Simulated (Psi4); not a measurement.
Psi4 input (wB97X-D/6-311+G**):

```
memory 1500 MB

molecule {
0 2
N    -0.84261500    0.38607600    1.48849700
Si   -0.01511600   -0.01034500    0.01199000
N     1.60543400   -0.15751700    0.48938200
O    -0.39903100   -1.38783100   -0.79479900
O    -0.39927500    1.18962700   -1.05378000
H    -1.68158400   -0.15012800    1.70933200
H     2.25404900   -0.78183300    0.04178000
H     1.95557600    0.24682800    1.34034200
H    -0.96831900   -1.28127600   -1.56145000
H    -0.30138300    2.09696900   -0.75439000
symmetry c1
no_reorient
no_com
}

set {
  basis 6-311+G**
  reference uks
  scf_type df
  df_basis_scf def2-universal-jkfit
  dft_radial_points 99
  dft_spherical_points 590
  e_convergence 1e-8
  d_convergence 1e-7
  maxiter 150
}

e = energy('wb97x-d')
print_out(f'\nFINAL {e:.10f} DIPOLE {variable("CURRENT DIPOLE")[0]:.6f} {variable("CURRENT DIPOLE")[1]:.6f} {variable("CURRENT DIPOLE")[2]:.6f}\n')
```

From the output:

```
  HONO-1 :   24  A 1.9990867
  HONO-0 :   25  A 1.0000000
  LUNO+0 :   26  A 0.0009133
  LUNO+1 :   27  A 0.0004564
  LUNO+2 :   28  A 0.0003974
  LUNO+3 :   29  A 0.0002836

Computation Completed

Properties will be evaluated at   0.000000,   0.000000,   0.000000 [a0]

Properties computed using the SCF density matrix

 Multipole Moments:

 ------------------------------------------------------------------------------------
     Multipole            Electronic (a.u.)      Nuclear  (a.u.)        Total (a.u.)
 ------------------------------------------------------------------------------------

 L = 1.  Multiply by 2.5417464519 to convert [e a0] to [Debye]
 Dipole X            :          0.0353886            0.0000000            0.0353886
 Dipole Y            :          0.1320070            0.0000208            0.1320278
 Dipole Z            :         -0.0160620           -0.0000094           -0.0160715
 Magnitude           :                                                    0.1376299

 ------------------------------------------------------------------------------------

FINAL -552.5457536599 DIPOLE 0.035389 0.132028 -0.016071

*** Psi4 exiting successfully. Buy a developer a beer!
```

The geometry given is a B3LYP-D3(BJ)/def2-TZVP minimum.
